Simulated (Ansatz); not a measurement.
Input for Ansatz (a quantum-chemistry and plane-wave program): U-PBE/def2-TZVPP on CH2I (SMILES [CH2]I), 2S+1 = 2. Elements past Kr take the def2 small-core potentials; no spin–orbit coupling.

Ansatz 0.2 input:
```yaml
crystal:
  periodic: [false, false, false]
  atoms:
    - {symbol: C, position_ang: [-1.76035514, 0.01951295, 0.00946345]}
    - {symbol: I, position_ang: [0.28497883, -0.00315890, -0.00153201]}
    - {symbol: H, position_ang: [-2.26043477, 0.97326811, -0.00091323]}
    - {symbol: H, position_ang: [-2.28131236, -0.92292435, 0.02532910]}
basis:
  gaussian:
    orbitals: def2-TZVPP
hamiltonian:
  xc: {name: PBE}
magnetization: {spin_polarized: true, initial_magnetization: 1}
accuracy: high
relax: {f_tol: 0.0005, max_steps: 60}
output: {forces: true}
```

Output:

```
WARN ansatz: RAYON_NUM_THREADS=4 ignored (pool sized by the plan → 4); use --threads N
Functional definition: PBE
integrals: 0.16 GiB planned
1994 factors; integrals over basis functions are off by at most 1.9e-9 eV
mean field: 0.50 GiB planned
mean field evaluation 1: about -9152.1794 eV, gradient 5.3e1 eV
mean field evaluation 2: about -9097.6317 eV, gradient 9.5e1 eV
mean field evaluation 4: about -9167.0313 eV, gradient 1.0e1 eV
mean field evaluation 8: about -9167.4157 eV, gradient 2.2e-1 eV
mean field evaluation 16: about -9167.4159 eV, gradient 1.7e-5 eV
mean field -9167.41593951 eV, -336.8963218794 hartree, gradient 7.2e-8 eV, S^2 0.754366; 0 other end points of the search recorded, 0 dependent functions left out
the calculation of the forces begins
reference -9167.41594213 eV, -336.8963219756 hartree; 17, 16 occupied and 92, 93 virtual orbitals, 1994 factors
relax step   1: F+E_penalty+E_count = -9167.41593951 eV  Δ(F+E_penalty+E_count) = +0.000e0 eV  max|allowed force component| = 2.930e-1 eV/Å  Δτ_max = 0.0000 Å  (33 SCF iters, accepted)
these checks for a lower state are left out or cut short: starts, cluster_reference, orbital_swaps, neighbouring_geometries, increment
integrals: 0.16 GiB planned
1994 factors; integrals over basis functions are off by at most 1.9e-9 eV
mean field: 0.50 GiB planned
mean field evaluation 32: about -9167.4181 eV, gradient 4.7e-9 eV
mean field -9167.41813608 eV, -336.8964026018 hartree, gradient 4.7e-9 eV, S^2 0.754372; 0 other end points of the search recorded, 0 dependent functions left out
the calculation of the forces begins
reference -9167.41813870 eV, -336.8964026981 hartree; 17, 16 occupied and 92, 93 virtual orbitals, 1994 factors
relax step   2: F+E_penalty+E_count = -9167.41813608 eV  Δ(F+E_penalty+E_count) = -2.197e-3 eV  max|allowed force component| = 6.310e-2 eV/Å  Δτ_max = 0.0063 Å  (40 SCF iters, accepted)
these checks for a lower state are left out or cut short: starts, cluster_reference, orbital_swaps, neighbouring_geometries, increment
integrals: 0.16 GiB planned
1994 factors; integrals over basis functions are off by at most 1.9e-9 eV
mean field: 0.50 GiB planned
mean field -9167.41829144 eV, -336.8964083111 hartree, gradient 3.4e-8 eV, S^2 0.754384; 0 other end points of the search recorded, 0 dependent functions left out
the calculation of the forces begins
reference -9167.41829406 eV, -336.8964084074 hartree; 17, 16 occupied and 92, 93 virtual orbitals, 1994 factors
relax step   3: F+E_penalty+E_count = -9167.41829144 eV  Δ(F+E_penalty+E_count) = -1.554e-4 eV  max|allowed force component| = 5.630e-3 eV/Å  Δτ_max = 0.0018 Å  (31 SCF iters, accepted)
these checks for a lower state are left out or cut short: starts, cluster_reference, orbital_swaps, neighbouring_geometries, increment
integrals: 0.16 GiB planned
1994 factors; integrals over basis functions are off by at most 1.9e-9 eV
mean field: 0.50 GiB planned
mean field -9167.41829209 eV, -336.8964083350 hartree, gradient 1.5e-8 eV, S^2 0.754384; 0 other end points of the search recorded, 0 dependent functions left out
the calculation of the forces begins
reference -9167.41829471 eV, -336.8964084313 hartree; 17, 16 occupied and 92, 93 virtual orbitals, 1994 factors
relax step   4: F+E_penalty+E_count = -9167.41829209 eV  Δ(F+E_penalty+E_count) = -6.501e-7 eV  max|allowed force component| = 2.111e-3 eV/Å  Δτ_max = 0.0001 Å  (28 SCF iters, accepted)
these checks for a lower state are left out or cut short: starts, cluster_reference, orbital_swaps, neighbouring_geometries, increment
integrals: 0.16 GiB planned
1994 factors; integrals over basis functions are off by at most 1.9e-9 eV
mean field: 0.50 GiB planned
mean field -9167.41829224 eV, -336.8964083407 hartree, gradient 2.2e-8 eV, S^2 0.754384; 0 other end points of the search recorded, 0 dependent functions left out
the calculation of the forces begins
reference -9167.41829486 eV, -336.8964084369 hartree; 17, 16 occupied and 92, 93 virtual orbitals, 1994 factors
relax step   5: F+E_penalty+E_count = -9167.41829224 eV  Δ(F+E_penalty+E_count) = -1.539e-7 eV  max|allowed force component| = 8.963e-6 eV/Å  Δτ_max = 0.0001 Å  (28 SCF iters, accepted)
integrals: 0.16 GiB planned
1994 factors; integrals over basis functions are off by at most 1.9e-9 eV
mean field: 0.50 GiB planned
mean field evaluation 64: about -9167.4183 eV, gradient 3.5e-2 eV
mean field -9167.41829224 eV, -336.8964083407 hartree, gradient 2.2e-8 eV, S^2 0.754384; 1 other end points of the search recorded, 0 dependent functions left out
the calculation of the forces begins
reference -9167.41829486 eV, -336.8964084369 hartree; 17, 16 occupied and 92, 93 virtual orbitals, 1994 factors
Total energy: -9167.41829486 eV, -336.8964084369 hartree
Atom 0 at    -1.758360     0.019491     0.009453 Å, force     0.000005    -0.000000    -0.000000 eV/Å
Atom 1 at     0.282994    -0.003137    -0.001521 Å, force    -0.000002     0.000000     0.000000 eV/Å
Atom 2 at    -2.260354     0.981053    -0.001021 Å, force    -0.000001    -0.000009     0.000000 eV/Å
Atom 3 at    -2.281403    -0.930709     0.025437 Å, force    -0.000001     0.000009    -0.000000 eV/Å
Dipole moment:    -0.115367     0.001279     0.000620 e Å
```

Self-consistency was reached.

Cost: about 60 core-seconds (a rough figure).
